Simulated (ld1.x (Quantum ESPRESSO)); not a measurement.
# Which change was made? (Bi, TM)

```
Element                 : Bi
Generator               : ld1.x (Quantum ESPRESSO) 7.5
Type                    : norm-conserving Troullier–Martins (Kleinman–Bylander form)
Functional              : PBE
Relativity              : scalar-relativistic
Frozen core             : [Xe] 4f14
Valence charge          : 15
Reference configuration : 5d10 6s1.75 6p3.25
Partial waves           : 6s (bound): rc 2.00 bohr; 5d (bound): rc 1.30 bohr; 5f channel at 0.05 Ry: rc 2.15 bohr; 6p (bound): rc 1.90 bohr
Local potential         : the p channel
Core correction         : a·sin(br)/r model core inside 1.00 bohr
```

Cutoffs, loose and tight: the cutoffs (Ry, on a coarse ladder) from which the occupation-weighted sum of valence levels, in a spherical-Bessel basis at the reference potential, stays within 10 and 1 mRy of its value at 400 Ry. They do not see the model core or the augmentation charge, which bear on the density cutoff. Test errors are all-electron minus pseudo excitation energies from the reference, over the configurations 5d10 6s2 6p3; 5d10 6s2 6p2; 5d10 6s2 6p1; 5d10 6s2 6p2.5; 5d10 6s0 6p5; 5d10 6s2 6p3.3; 5d10 6s1 6p3; variants that change the core or the reference have their own tests.

The base gives: outcome: generated; cutoff, loose: 90 Ry; cutoff, tight: 110 Ry; bound ghosts: s; largest test error (meV): -9.6.

After one change the result is: outcome: generated, misses its reference levels by 1.54 eV; cutoff, loose: 90 Ry; cutoff, tight: 110 Ry; bound ghosts: s; largest test error (meV): +712. Which change was it?
A. core correction none
B. fully relativistic
C. core [Xe] 4f14 5d10, valence charge 5; reference 6s2 6p1.5; waves now 6s (bound): rc 1.90 bohr; 6p (bound): rc 2.05 bohr; 6d channel at 0.45 Ry: rc 2.05 bohr; local potential all-electron potential smoothed inside 1.55 bohr (lloc = -1); core correction none

B. The others give: core [Xe] 4f14 5d10, valence charge 5; reference 6s2 6p1.5; waves now 6s (bound): rc 1.90 bohr; 6p (bound): rc 2.05 bohr; 6d channel at 0.45 Ry: rc 2.05 bohr; local potential all-electron potential smoothed inside 1.55 bohr (lloc = -1); core correction none → outcome: generated; cutoff, loose: 25 Ry; cutoff, tight: 45 Ry; bound ghosts: s, p; largest test error (meV): +201 | core correction none → outcome: generated; cutoff, loose: 90 Ry; cutoff, tight: 110 Ry; bound ghosts: s; largest test error (meV): -4.3.
